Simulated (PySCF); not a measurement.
A calculated (UHF, PySCF 2.14, x2c-TZVPPall with one added diffuse shell each of s, p, d, f type, scalar relativity by spin-free X2C-1e) atom or ion has these occupied shells.

| shell | electrons | orbital energy (eV) | rms radius, mean of both spins (bohr) |
| --- | --- | --- | --- |
| 1s β | 1 | -21189.4 | 0.0394 |
| 1s α | 1 | -21189.4 | 0.0394 |
| 2s α | 1 | -3127.3 | 0.162 |
| 2s β | 1 | -3126.2 | 0.162 |
| 2p α | 3 | -2796.5 | 0.144 |
| 2p β | 3 | -2795.4 | 0.144 |
| 3s α | 1 | -603.90 | 0.442 |
| 3s β | 1 | -603.36 | 0.442 |
| 3p α | 3 | -492.29 | 0.446 |
| 3p β | 3 | -491.61 | 0.446 |
| 3d α | 5 | -311.61 | 0.435 |
| 3d β | 5 | -310.03 | 0.435 |
| 4s α | 1 | -123.16 | 1.13 |
| 4s β | 1 | -116.78 | 1.13 |
| 4p α | 3 | -90.293 | 1.24 |
| 4p β | 3 | -81.925 | 1.24 |
| 4d α | 4 | -43.151 | 1.62 |

Name the element and its charge.

Tc³⁺ (technetium, charge +3), in [Kr] 4d4, high-spin 5D determinant.
